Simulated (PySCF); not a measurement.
# Computed records: BGeH4

Calculation on a computer-drawn molecule: vertical ionisation energy to the stated ion spin, frozen-core CCSD(T) at the basis limit and cheaper methods, single-reference cases, UHF for radicals, no spin-orbit; all values are single points at the evaluated structure, the first of each entry, which is the reference or a displaced copy of it and isn't optimised; the reference structure only sets the zero of the energies above reference; triples share is (T) over the correlation energy; on germanium a core potential holds 10 electrons, which the energies leave out, and 3d is frozen in MP2 and coupled-cluster steps. Program: PySCF 2.14.0.

Common to all runs: charge 0; multiplicity 2; ion multiplicity 1; diffuse functions no; basis cc-pVnZ; basis and core potential on germanium cc-pVnZ-PP ECP10MDF; reference is the Hartree-Fock double-zeta minimum; best is HF at quadruple zeta + MP2 correlation extrapolated from triple and quadruple zeta + CCSD(T) minus MP2 at triple zeta; basis step is the size of the change from the same recipe one zeta lower.

(1) 
```xyz
6
formula=BGeH4
B      1.2402    -1.4980    -0.7121
Ge     1.7730    -1.4359     1.0695
H      0.6971    -0.5534    -1.1169
H      1.4149    -2.2822    -1.5388
H      1.7244    -0.2132     2.3966
H      2.7113    -2.7311     1.5696
```

Reference structure:
```xyz
6
BGeH4
B      1.2463    -1.4181    -0.8460
Ge     1.8957    -1.5748     1.0367
H      0.6415    -0.4419    -1.1808
H      1.4668    -2.3031    -1.6199
H      1.6841    -0.5148     2.1131
H      2.6808    -2.7639     1.5813
```

Drawn bonds:
```csv
atom,other atom,order
1,2,1
1,3,1
1,4,1
2,5,1
2,6,1
```

(2) 
```xyz
6
formula=BGeH4
B      1.1963    -1.5066    -0.8512
Ge     2.0013    -1.5927     1.0724
H      0.7161    -0.4720    -1.1966
H      1.5659    -2.3775    -1.5234
H      1.5601    -0.5222     2.1022
H      2.7433    -2.7656     1.5835
```

Reference structure:
```xyz
6
BGeH4
B      1.2463    -1.4181    -0.8460
Ge     1.8957    -1.5748     1.0367
H      0.6415    -0.4419    -1.1808
H      1.4668    -2.3031    -1.6199
H      1.6841    -0.5148     2.1131
H      2.6808    -2.7639     1.5813
```

Drawn bonds:
```csv
atom,other atom,order
1,2,1
1,3,1
1,4,1
2,5,1
2,6,1
```

To be estimated
1. Give the missing ion T1 diagnostic at triple zeta for BGeH4 (entry 1).
2. What dipole magnitude HF at triple zeta does the calculation give for BGeH4 (entry 1)?
3. Give the missing total energy CCSD(T) triple zeta for BGeH4 (entry 1).
4. Estimate the dipole magnitude r2SCAN at triple zeta of BGeH4 (entry 1).
5. What ionisation energy basis step does the calculation give for BGeH4 (entry 2)?
6. Give the missing energy above reference basis step for BGeH4 (entry 2).
7. BGeH4 (entry 2): dipole magnitude r2SCAN at triple zeta?
8. Give the table of triple zeta values for BGeH4 (entry 2).

Calculated values
1. 0.009914
2. 0.4547 debye
3. -320.5754 hartree
4. 0.7081 debye
5. 0.02788 eV
6. 0.04113 kcal/mol
7. 0.8536 debye
8. 
Triple zeta:
```csv
method,ionisation energy (eV),energy above reference (kcal/mol)
HF,7.346,4.519
PBE,8.283,4.821
r2SCAN,8.389,5.034
B3LYP,8.2,4.68
wB97X,7.947,5.412
MP2,7.94,5.037
CCSD,7.955,4.79
CCSD(T),8.025,4.746
```

Further results for BGeH4 (entry 1):

- ionisation energy best: 8.619 eV
- ionisation energy basis step: 0.02111 eV
- energy above reference best: 21.06 kcal/mol
- energy above reference basis step: 0.1388 kcal/mol
- total energy HF triple zeta: -320.3154 hartree
- total energy best: -320.6028 hartree
- T1 diagnostic at triple zeta: 0.01694
- D1 diagnostic at triple zeta: 0.05403
- spin squared at triple zeta: 0.7649
- ion D1 diagnostic at triple zeta: 0.0203
- triples share at triple zeta: 0.0331
- basis functions triple zeta: 125
- dipole magnitude CCSD unrelaxed at triple zeta: 0.7408 debye
- dipole magnitude PBE at triple zeta: 0.7997 debye
- dipole magnitude B3LYP at triple zeta: 0.705 debye
- dipole magnitude wB97X at triple zeta: 0.7732 debye

Triple zeta:
```csv
method,ionisation energy (eV),energy above reference (kcal/mol)
HF,7.914,24.87
PBE,8.805,18.8
r2SCAN,8.927,20.8
B3LYP,8.733,20.35
wB97X,8.529,21.58
MP2,8.513,22.62
CCSD,8.507,21.63
CCSD(T),8.575,21.27
```

Further results for BGeH4 (entry 2):

- ionisation energy best: 8.073 eV
- energy above reference best: 4.779 kcal/mol
- total energy HF triple zeta: -320.3479 hartree
- total energy CCSD(T) triple zeta: -320.6018 hartree
- total energy best: -320.6288 hartree
- T1 diagnostic at triple zeta: 0.02039
- D1 diagnostic at triple zeta: 0.08144
- spin squared at triple zeta: 0.7642
- ion T1 diagnostic at triple zeta: 0.008458
- ion D1 diagnostic at triple zeta: 0.01679
- triples share at triple zeta: 0.03195
- basis functions triple zeta: 125
- dipole magnitude HF at triple zeta: 0.3513 debye
- dipole magnitude CCSD unrelaxed at triple zeta: 0.7366 debye
- dipole magnitude PBE at triple zeta: 1.038 debye
- dipole magnitude B3LYP at triple zeta: 0.8496 debye
- dipole magnitude wB97X at triple zeta: 0.8023 debye
